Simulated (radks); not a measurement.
Values are calculated unless marked as measured or tabulated.
Exchange energies: the exact (Fock) value of the Kohn-Sham orbitals and density-functional approximations, as 100 (|E| - |E exact|)/|E exact|, negative where the magnitude is too small. Species: S+ [Ne] 3s2 3p3; Be2+ [He]. Code: a radial shooting solver on a logarithmic mesh with Libxc functionals. Model: non-relativistic Kohn-Sham, r2SCAN, spin-polarised, spherical densities, point nucleus; meta-GGA in the generalised Kohn-Sham scheme. Every spin shell is full or empty, so the densities are truly spherical. Functionals are evaluated on that one density, not self-consistently.

functional             S+      Be2+
exact (hartree)  -24.7809  -2.27270
LDA                 -8.00    -14.03
PBE                 -0.58     -1.65
revPBE              -0.16     -0.18
RPBE                -0.01     +0.05
G96                 +0.04     -0.07
revTPSS             -0.49     +0.18
r2SCAN              +0.02     +0.23
Tao-Mo              -0.15     +0.31
MVS                 -0.21     +0.25
